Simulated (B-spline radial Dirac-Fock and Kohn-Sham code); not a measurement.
Binding energies of In³⁺ in different valence configurations

These are calculated numbers from a radial finite-basis atomic code; the model is ΔSCF Dirac-Fock with Breit, self-energy and vacuum polarisation, finite nucleus, configuration average. The model has no electron correlation.

Reference: the tabulated ground configuration [Kr] 4d10, with 1s 27979.4 eV, 2p1/2 3979.0 eV, 2p3/2 3771.0 eV, 3p1/2 745.4 eV, 3p3/2 706.9 eV, 4p3/2 121.5 eV, Kα1 24208.3 eV, Kβ1 27272.4 eV.

Question: One of these configurations gives the following shifts from the reference, in eV: average energy +24.80, 1s +8.84, 2p1/2 +9.21, 2p3/2 +9.23, 3p1/2 +9.00, 3p3/2 +8.98, 4p3/2 +6.80, Kα1 -0.39, Kβ1 -0.15. Which?
A. [Kr] 4d9 5s1
B. [Kr] 4d9 5p1

Answer: B. The others give [Kr] 4d9 5s1: 1s +7.43.
